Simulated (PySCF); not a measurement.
Two-component Hartree-Fock for Fe³⁺ (iron, charge +3)

Start: [Ar] 3d4 4p1; 3d5/2 filled at m_j = -1/2, +1/2, +3/2, +5/2; 4p3/2 filled at m_j = +3/2. Calculated with PySCF 2.14 in x2c-SVPall-2c with one added diffuse shell each of s, d type (6s5p4d1f, 48 functions): generalised Hartree-Fock with the X2C-1e Hamiltonian and a Gaussian nucleus; one run each with spin-orbit coupling (SO) switched off, then screened by Boettger's factors. This is a chosen level, not necessarily the ground level.

| spinor shell | electrons | ε, spin-free (eV) | ε, screened SO (eV) | weight of nominal j (screened SO) | rms radius, screened SO (bohr) |
| --- | --- | --- | --- | --- | --- |
| 1s1/2 | 2 | -7228.3 | -7228.3 | 1.000 | 0.0676 |
| 2s1/2 | 2 | -938.42 | -938.42 | 1.000 | 0.288 |
| 2p1/2 | 2 | -804.53 | -813.11 | 0.984 | 0.258 |
| 2p3/2 | 4 | -804.53 | -800.33 | 0.992 | 0.261 |
| 3s1/2 | 2 | -165.74 | -165.75 | 1.000 | 0.864 |
| 3p3/2 | 4 | -124.23 | -124.56 | 0.831 | 0.921 |
| 3p1/2 | 2 | -124.23 | -123.61 | 0.663 | 0.918 |
| 3d5/2 | 4 | -68.793 | -68.779 | 0.688 | 1.00 |
| 4p3/2 | 1 | -29.417 | -29.386 | 1.000 | 3.12 |

```tsv
quantity	spin-free	screened SO
E (hartree)	-1268.37317	-1268.38351
M_J	11/2	11/2
⟨J²⟩	35.753	35.753
⟨L²⟩	12.003	12.011
⟨S²⟩	8.750	8.746
```

Each row is a mean over spinors that exchange with the open shell spreads, by up to 15.815 eV (3p3/2).

Rows whose weight is well below 1 are mixtures of j = l ± 1/2: exchange outweighs spin-orbit coupling there, and the label is only the starting occupation.

Without spin-orbit coupling the j labels of p, d and f shells carry no meaning; the spin-free column gives the mean over the occupied spinors of each nl shell.
